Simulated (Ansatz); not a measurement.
Species: sum formula SnO2H2 (charge +1, doublet). 
Coordinates optimised at B3LYP-D3(BJ)/def2-TZVP (Ansatz, a first-principles code):
```xyz
5

Sn     0.2547     0.1506     0.0447
O      0.0408    -1.7787    -0.0739
H      0.8021    -2.3770     0.0124
O     -1.5240     0.9020    -0.1861
H     -1.6727     1.8624    -0.1650
```
Charge +1, spin multiplicity 2.

Basis-set convergence of Hartree-Fock and MP2 correlation energies (hartree) with Ansatz. Valence correlation only, unless marked. UHF or UKS for open shells. Spin-orbit coupling is left out. The frozen core is the preceding noble-gas configuration, with the filled d and f shells of earlier blocks. Past Kr the def2 sets carry scalar-relativistic core potentials.

```csv
basis,functions,E(HF),"E(corr, MP2)"
def2-SVP,64,-363.83439,-0.43708
def2-TZVPP,140,(withheld),(withheld)
```

**Question.** Some entries are withheld; supply them.

**Answer.** 
- def2-TZVPP, E(HF): -364.04785
- def2-TZVPP, E(corr, MP2): -0.55445
